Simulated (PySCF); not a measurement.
Species: C₇H₁₅P.
SMILES: `CC[C@@H]1CCP(C)C1`

Method used: TDDFT CAM-B3LYP/def2-SVPD, vertical, gas phase, core orbitals frozen in the response (PySCF). The structure is a single PBE0-D3(BJ)/def2-SVP conformer in the gas phase; no vibrational or solvent corrections.

Each state is given a Gaussian of 0.3 eV full width at half maximum, with ε(max) = 2.175×10⁸ f / Δν̃ (Δν̃ the width in cm⁻¹). The width is an assumption, not a result. The curve ends short of the highest state used, and states not computed would add to its high-energy end.

E (eV), ε (L mol⁻¹ cm⁻¹) and a bar:
```
     5.85         13 
     5.91         62 
     5.98        291 #
     6.04        873 ##
     6.10       2133 #####
     6.17       4733 ###########
     6.23       7705 ##################
     6.29      10620 #########################
     6.36      12692 ##############################
     6.42      12546 ##############################
     6.48      10596 #########################
     6.55       7030 #################
     6.61       4092 ##########
     6.67       2097 #####
     6.74       1275 ###
     6.80       1762 ####
     6.86       3088 #######
     6.93       4977 ############
     6.99       5982 ##############
     7.05       5845 ##############
     7.12       4553 ###########
     7.18       3334 ########
     7.24       2601 ######
     7.30       2325 #####
     7.37       2122 #####
     7.43       1811 ####
     7.49       1492 ###
     7.56       1527 ####
     7.62       2168 #####
     7.68       3325 ########
```

Question: Where are the band maxima, and which computed states make them?

Answer: 194 nm (6.39 eV), ε about 13000, made up of S1 (40%) and S2 (52%); 177 nm (7.01 eV), ε about 6100, made up of S4 (99%) (ε in L mol⁻¹ cm⁻¹; maxima over ε = 5, shares over 10%). At its high-energy end, 7.68 eV, the curve is still rising (ε about 3300, from S7 and S8). The states used: S1 6.30 eV (f 0.071); S2 6.44 eV (f 0.081); S3 6.48 eV (f 0.016); S4 7.01 eV (f 0.067); S5 7.31 eV (f 0.014); S6 7.40 eV (f 0.0099); S7 7.78 eV (f 0.043); S8 7.99 eV (f 0.071); S9 8.03 eV (f 0.0064); S10 8.28 eV (f 0.0075).

Question: What would ε be at 6.39 eV, the highest of these maxima, with half the width (0.15 eV)?

Answer: About 16800 L mol⁻¹ cm⁻¹ against 12900, a factor of about 1.3; a lone state at its own centre would give exactly 2.

Question: Coming from long wavelengths, where does ε first pass 100 L mol⁻¹ cm⁻¹?

Answer: At about 209 nm (5.93 eV), 0.37 eV below S1.

Question: On this curve, what absorbance would a 10⁻⁴ mol/L sample give at 193 nm over a 1 cm path?

Answer: 193 nm is 6.424 eV, where ε is about 12000 L mol⁻¹ cm⁻¹, so A = ε c l ≈ 1.2 (Beer–Lambert, with the gas-phase spectrum and the assumed width).

The vertical ionisation energy (ΔSCF) is 8.31 eV, 0.02 eV above S10.

Without π bonds the low states are Rydberg-like; a valence basis with one diffuse set may place them up to an eV too high.
